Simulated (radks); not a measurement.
Problem. S I, configuration [Ne] 3s2 3p4 (the NIST ground configuration). All-electron calculation, non-relativistic Kohn-Sham, BLYP, spin-unpolarised, spherical densities, point nucleus. Program: a radial shooting solver on a logarithmic mesh with Libxc functionals. Some entries of the table are withheld. Estimate them.

orbital,occ.,eigenvalue (Ry),r(max) (bohr)
1s,2,-176.3246,0.06371
2s,2,-15.45563,(1)
2p,6,-11.50672,(2)
3s,2,(3),(4)
3p,4,-0.50549,1.596

Solution. 
(1) 2s r(max) (bohr): 0.3901
(2) 2p r(max) (bohr): 0.3260
(3) 3s eigenvalue (Ry): -1.24929
(4) 3s r(max) (bohr): 1.410
